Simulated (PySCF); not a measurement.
Computed shifts of a molecule CH₁₁NSi₄, PBE/pcSseg-1 run with PySCF, GIAO, gas phase, atoms alike by connectivity averaged where their shifts nearly agree, in ppm (number of nuclei): ¹⁵N: 12.6 (1). ²⁹Si: -40.7 (1), -53.2 (1), -54.5 (1), -100.1 (1). ¹³C: 2.2 (1). ¹H: 5.94 (1), 5.56 (1), 5.46 (1), 5.35 (1), 5.21 (1), 5.14 (1), 4.39 (1), 1.32 (1), 1.23 (1), 0.47 (1), 0.09 (1). References: ¹⁵N against NH3 (σ = 267.0 ppm); ²⁹Si against TMS (σ = 335.4 ppm); ¹³C against TMS (σ = 182.0 ppm); ¹H against TMS (σ = 31.49 ppm), references at their B3LYP-D3(BJ)/def2-TZVP geometries, non-relativistic. The structure is a stationary point at PBE-D3(BJ)/def2-SVP. Other conformers were not sampled.

**Question.** Identify the compound among the candidates.
A) N[SiH2][SiH]1[SiH2]C[SiH2]1
B) NC1[SiH2][SiH2][SiH2][SiH2]1
C) [SiH3][C@@H]1N[SiH2][SiH2][SiH2]1
D) N[Si@H]1[SiH2][SiH2][C@@H]1[SiH3]

**Answer.** A, N[SiH2][SiH]1[SiH2]C[SiH2]1
